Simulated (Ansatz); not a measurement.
C$_{2}$H$_{7}$GeN, SMILES `[CH3][GeH2][CH]=N`, relaxed with RKS PBE-D4/def2-SVP in Ansatz from a rough embedded geometry. The force threshold is 0.03 eV/Å; the program also tests the step.

Charge 0, multiplicity 1.

Start:

```xyz
11

C    -0.801    1.163    0.558
Ge    0.189    0.301   -0.792
C     0.387   -1.531   -0.287
N     0.962   -1.948    0.732
H    -1.840    0.727    0.686
H    -0.977    2.286    0.295
H    -0.309    1.124    1.529
H    -0.582    0.373   -2.172
H     1.588    0.978   -0.960
H     0.010   -2.312   -0.993
H     1.372   -1.160    1.404
```

Problem. By how much does the energy fall, and how many steps does the optimiser take? (An estimate is asked.)

Solution. The calculation gave: 0.41 eV, in 21 steps, 3 of them rejected.

Problem. Which bonds change most? (An estimate is asked.)

Solution. Computed: C1–Ge2 from 1.884 to 1.968 Å; Ge2–C3 from 1.911 to 1.991 Å; N4–H11 from 1.114 to 1.040 Å; C1–H6 from 1.166 to 1.107 Å.

Problem. Give the relaxed structure. (Estimate.)

Solution. The calculation gave: 
```xyz
11

C    -0.623    1.232    0.655
Ge    0.123    0.303   -0.911
C     0.644   -1.531   -0.335
N     0.528   -2.014    0.846
H    -1.528    0.711    1.023
H    -0.905    2.267    0.383
H     0.122    1.279    1.473
H    -0.926    0.216   -2.056
H     1.371    1.054   -1.458
H     1.078   -2.208   -1.109
H     0.116   -1.309    1.490
```
